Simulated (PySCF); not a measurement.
# Where the electron goes

Compound: C₃H₁₁ClSi₂.
Atom-mapped SMILES: `[CH3:1][SiH2:2][C@@H:3]([CH3:4])[SiH2:5][Cl:6]` (hydrogens: H7, H8, H9 on C1; H10, H11 on Si2; H12 on C3; H13, H14, H15 on C4; H16, H17 on Si5)

Level of theory: TDDFT CAM-B3LYP/def2-SVPD, vertical, gas phase, core orbitals frozen in the response in PySCF. Isolated species at its GFN2-xTB geometry (one conformer only). Torsions of this conformer, `[CH3:1][SiH2:2][C@@H:3]([CH3:4])[SiH2:5][Cl:6]`: C1–Si2–C3–C4 -177°, Si2–C3–Si5–Cl6 -58°.

Frontier orbitals with the atoms that hold most of them (Löwdin shares over 4%, at most four atoms; ? is withheld):

| orbital | ε (eV) | atoms |
| --- | --- | --- |
| LUMO+2 | 1.40 | C4 14%, Si2 11%, C1 11%, Cl6 10% |
| LUMO+1 | 1.17 | Si5 29%, H12 12%, H16 10%, H17 9% |
| LUMO | ? | Cl6 25%, Si5 18%, Si2 15%, C1 6% |
| HOMO | -9.46 | ? |
| HOMO-1 | -10.03 | ? |
| HOMO-2 | -10.27 | Cl6 51%, Si5 15%, H16 8%, H17 8% |
| HOMO-3 | -10.64 | Si2 27%, H10 24%, C1 16%, C3 11% |

Question: Give the leading atoms of the HOMO.

Answer: C3 (bonded to C, 2 Si and H) 32%; Si5 (bonded to C, Cl and 2 H) 14%; Si2 (bonded to 2 C and 2 H) 12%; Cl6 (bonded to Si) 10%. By element: carbon 32% or more, silicon 26%, chlorine 10%.

Question: Which atoms hold the HOMO-1, and with what shares?

Answer: C3 (bonded to C, 2 Si and H) 20%; Cl6 (bonded to Si) 16%; C1 (bonded to Si and 3 H) 15%; Si2 (bonded to 2 C and 2 H) 12%. By element: carbon 35% or more, chlorine 16%, silicon 12% or more.

Question: What is the LUMO energy, and the HOMO–LUMO gap?

Answer: ε(LUMO) = 0.98 eV; the gap is 10.44 eV (0.3836 hartree).

Question: The HOMO–LUMO gap is 10.44 eV. Where does the response calculation put the lowest singlet, and from which orbitals?

Answer: S1 is at 7.33 eV (f = 0.0056), 3.11 eV below the gap, made of HOMO→LUMO (67%), HOMO→LUMO+1 (20%). Without the coupling terms of the response equations the lowest excitation would equal the gap.

Next come S2 at 7.75 eV (f 0.0025), HOMO→LUMO+1 (59%), HOMO→LUMO+2 (14%), HOMO→LUMO (14%); S3 at 7.79 eV (f 0.011), HOMO-2→LUMO (39%), HOMO-1→LUMO (30%), HOMO-2→LUMO+1 (11%); S4 at 8.00 eV (f 0.058), HOMO→LUMO+2 (62%); S5 at 8.14 eV (f 0.0084), HOMO-1→LUMO (41%), HOMO-2→LUMO (22%), HOMO→LUMO+3 (9%).
